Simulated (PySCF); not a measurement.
Excitations are Tamm–Dancoff values on a coarser integration grid. The basis has no diffuse functions, so Rydberg states are missing or too high.

Cartesian coordinates (Å):
```xyz
11

C      2.4991    -0.3167     0.1635
C      1.4916     0.3136    -0.0284
C      0.3244     1.0837    -0.2600
C     -0.9228     0.6085    -0.1831
C     -1.2975    -0.7877     0.1532
H      3.3889    -0.8750     0.3328
H      0.4821     2.1273    -0.5155
H     -1.7348     1.3021    -0.3836
H     -1.8780    -1.2377    -0.6586
H     -1.9350    -0.8126     1.0428
H     -0.4182    -1.4054     0.3370
```
Charge 0, spin multiplicity 1.

What is the computed dipole moment, HOMO–LUMO gap, HOMO, S1–T1 gap (TDA) and total energy (PBE-D3(BJ)/def2-TZVP // PBE0-D3(BJ)/def2-TZVP (PySCF 2.14.0))?


```
Property               Result
---------------  ------------
dipole moment          0.87 D
HOMO–LUMO gap         4.19 eV
HOMO                 -5.82 eV
S1–T1 gap (TDA)       1.68 eV
total energy     -193.8670 Ha
```
